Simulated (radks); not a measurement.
Ionisation ladder of iridium, from Ir XXIII to Ir XLIV. Each ion is in the ground configuration listed by NIST, and IE = E(next ion) - E(this ion). All-electron calculation, Dirac Kohn-Sham, exchange-only PBE, spin-unpolarised, spherical densities, finite nucleus; open shells fill j = l - 1/2 first; Fermi nuclear charge, rms radius 5.4032 fm. Program: a radial shooting solver on a logarithmic mesh with Libxc functionals.

| species | configuration | IE, Delta-SCF (eV) | <r> HOMO (bohr) | IE, NIST (eV) | kind | error (eV) |
|---|---|---|---|---|---|---|
| Ir XXIII | [Kr] 4d10 4f9 | 648.02 | 0.459 | 670 | theory | -22.0 |
| Ir XXIV | [Kr] 4d10 4f8 | 695.13 | 0.452 | 720 | theory | -24.9 |
| Ir XXV | [Kr] 4d10 4f7 | 743.41 | 0.444 | 770 | theory | -26.6 |
| Ir XXVI | [Kr] 4d10 4f6 | 797.54 | 0.434 | 820 | theory | -22.5 |
| Ir XXVII | [Kr] 4d10 4f5 | 848.44 | 0.427 | 870 | theory | -21.6 |
| Ir XXVIII | [Kr] 4d10 4f4 | 900.47 | 0.421 | 920 | theory | -19.5 |
| Ir XXIX | [Kr] 4d10 4f3 | 953.61 | 0.415 | 980 | theory | -26.4 |
| Ir XXX | [Kr] 4d10 4f2 | 1007.8 | 0.409 | 1030 | theory | -22.2 |
| Ir XXXI | [Kr] 4d10 4f1 | 1063.2 | 0.404 | 1080 | theory | -16.8 |
| Ir XXXII | [Kr] 4d10 | 1329.7 | 0.423 | 1331 | theory | -1.3 |
| Ir XXXIII | [Kr] 4d9 | 1383.2 | 0.420 | 1381 | theory | +2.2 |
| Ir XXXIV | [Kr] 4d8 | 1437.4 | 0.417 | 1436 | theory | +1.4 |
| Ir XXXV | [Kr] 4d7 | 1492.1 | 0.413 | 1493 | theory | -0.9 |
| Ir XXXVI | [Kr] 4d6 | 1547.4 | 0.410 | 1548 | theory | -0.6 |
| Ir XXXVII | [Kr] 4d5 | 1603.3 | 0.407 | 1603 | theory | +0.3 |
| Ir XXXVIII | [Kr] 4d4 | 1683.6 | 0.398 | 1684 | theory | -0.4 |
| Ir XXXIX | [Kr] 4d3 | 1741.5 | 0.395 | 1739 | theory | +2.5 |
| Ir XL | [Kr] 4d2 | 1799.9 | 0.392 | 1801 | theory | -1.1 |
| Ir XLI | [Kr] 4d1 | 1858.9 | 0.389 | 1857 | theory | +1.9 |
| Ir XLII | [Kr] | 2084.9 | 0.398 | 2083 | theory | +1.9 |
| Ir XLIII | [Ar] 3d10 4s2 4p5 | 2142.8 | 0.396 | 2139 | theory | +3.8 |
| Ir XLIV | [Ar] 3d10 4s2 4p4 | 2201.0 | 0.394 | 2201 | theory | 0.0 |

Reference values: NIST Atomic Spectra Database (exp. = measured, semi-emp. = semi-empirical, theory = theoretical value adopted there). The ionisation energy per charge of the ion left behind rises most, in proportion, at Ir XXXII ([Kr] 4d10), from 34.295 to 41.553 eV. Spin polarisation and multiplet splitting are left out, so open shells lie too high by an amount that depends on their filling.

Beside tabulated values, note that spin-unpolarised runs miss the spin-polarisation part of the exchange energy of open shells.
